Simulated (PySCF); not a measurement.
B(CCH)2(OMe) (C5H5BO), SMILES C(B(C#C)OC)#C.

Coordinates come from a B3LYP-D3(BJ)/def2-SVP optimisation. One conformer was computed; it need not be the lowest.

All values below come from PBE/def2-TZVP (PySCF).

Symmetry labels are those of the subgroup Cs that the program uses (full group Cs).

Computed valence orbital energies around the gap with their symmetry:
```tsv
orbital	symmetry	energy (eV)
HOMO−7	A"	-11.38
HOMO−6	A'	-9.87
HOMO−5	A"	-8.39
HOMO−4	A'	-7.81
HOMO−3	A'	-7.23
HOMO−2	A"	-7.15
HOMO−1	A"	-6.94
HOMO	A'	-6.73
LUMO	A"	-2.54
LUMO+1	A'	-0.91
LUMO+2	A"	0.07
LUMO+3	A'	0.43
```
